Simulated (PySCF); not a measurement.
# Radial density of Pt²⁺ (platinum, charge +2)

LDA, [Xe] 4f14 5d8, high-spin 3F determinant. Calculation: PySCF 2.14, in cc-pVDZ-PP with ECP60MDF (4s4p3d1f, 38 functions); scalar relativity through the core potential. This is the valence pseudo-density: the core potential removes the inner electrons and smooths the orbitals near the nucleus.

| r (bohr) | 4πr²ρ (e/bohr) | 4πr²(ρα − ρβ) |
| --- | --- | --- |
| 0.125 | 6.349e-05 | 0.0000 |
| 0.210 | 0.001079 | 0.0001 |
| 0.353 | 0.07919 | 0.0045 |
| 0.593 | 3.978 | 0.1714 |
| 0.997 | 15.46 | 1.3330 |
| 1.68 | 6.429 | 1.1523 |
| 2.82 | 0.7563 | 0.1674 |
| 4.75 | 0.009518 | 0.0010 |
| 7.98 | 1.105e-05 | 0.0000 |

Energies and moments cover only the electrons outside the core potential. Spin-orbit coupling, absent here, splits the open shell strongly.
